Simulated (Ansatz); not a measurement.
C2H3O2, SMILES C(=O)([CH2])O, multiplicity 2.

The structure is a stationary point at ωB97X-D3(BJ)/def2-SVP. The isomer is the one that the SMILES or the coordinates give; other isomers of the formula were not compared. Other conformers were not sampled.

Two levels are set side by side: PBE/def2-SVPD (Ansatz, a program for electronic structure) and CAM-B3LYP/def2-SVPD (Ansatz). Energy differences of separate SCF runs at the same geometry; the states with an electron removed or added have multiplicity 1 and 1. Differences are taken from unrounded values.

| quantity | CAM-B3LYP | PBE | PBE minus CAM-B3LYP |
|---|---|---|---|
| vertical ionisation energy (eV) | 10.52 | 10.27 | -0.25 |
| vertical electron affinity (eV) | 1.40 | 1.38 | -0.02 |
